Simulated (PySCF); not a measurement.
This PySCF input asks for the NMR shieldings of SMILES ClB(Cl)[C@@H]1[C@H]2CC[C@@H]1OC2, C6H9BCl2O; the geometry comes from GFN2-xTB.

```python
import basis_set_exchange as bse
import numpy as np
from pyscf import gto, dft
from pyscf.prop import nmr

atoms = """
Cl    1.591084    0.254989   -3.046166
B     1.939079    0.111390   -1.370828
Cl    3.508145    0.534979   -0.822884
C     0.862507   -0.442280   -0.339410
C    -0.627688   -0.354827   -0.719656
C    -1.303728   -0.949247    0.521458
C    -0.454199   -0.363490    1.669614
C     0.621689    0.431156    0.912679
O     0.034739    1.604737    0.381133
C    -0.832386    1.163718   -0.662554
H     1.127830   -1.458920   -0.034860
H    -0.920984   -0.803688   -1.664566
H    -2.351021   -0.657193    0.587516
H    -1.254014   -2.038134    0.503512
H    -0.005600   -1.139663    2.287720
H    -1.027168    0.304616    2.310035
H     1.488997    0.717649    1.503698
H    -1.866139    1.436026   -0.427933
H    -0.540946    1.657434   -1.595971
"""
names = dict.fromkeys(["Cl", "B", "C", "O", "H"], "pcSseg-1")
basis = {el: gto.basis.parse(bse.get_basis(n, elements=[el], fmt="nwchem")) for el, n in names.items()}
mol = gto.M(atom=atoms, basis=basis, charge=0, verbose=0)
mf = dft.RKS(mol, xc="PBE0")
mf.grids.level = 2
mf.grids.alignment = dft.numint.BLKSIZE   # the property module wants whole blocks of grid points
mf.conv_tol = 1e-9
mf.kernel()

calc = nmr.RKS(mf)   # GIAO
C = mf.mo_coeff
Co = C[:, mf.mo_occ > 0]
resp = mf.gen_response(singlet=True, hermi=2)
def vind(x):   # induced exchange potential for any number of trial vectors
    d = np.einsum("pi,xij,qj->xpq", C, 2 * x.reshape(-1, C.shape[1], Co.shape[1]), Co, optimize=True)
    return np.einsum("xpq,pi,qj->xij", resp(d - d.transpose(0, 2, 1)), C, Co, optimize=True).ravel()
mo1, _ = nmr.rhf.solve_mo1(calc, with_cphf=vind)
sigma = calc.kernel(mo1)
for i, s in enumerate(sigma):   # ppm
    print("%2d %-2s %9.2f" % (i, mol.atom_pure_symbol(i), np.trace(s) / 3))
```

**Question.** What are the results?

**Answer.** 
```
 0 Cl    667.88
 1 B      37.38
 2 Cl    671.20
 3 C     133.59
 4 C     142.84
 5 C     154.70
 6 C     150.70
 7 C     102.17
 8 O     266.04
 9 C     111.59
10 H      30.50
11 H      29.20
12 H      30.20
13 H      30.06
14 H      30.07
15 H      30.00
16 H      27.12
17 H      28.08
18 H      27.59
```

These numbers come from an equivalent density-fitted implementation of the same equations, which agrees with the script to about 0.01 ppm for H and up to a few tenths of a ppm for heavy atoms, so last digits may differ.

Size and cost of the density-fitted run: 229 basis functions, 94 s wall time on 1 thread of an Arm Neoverse N1, shared host; peak memory 0.96 GiB.
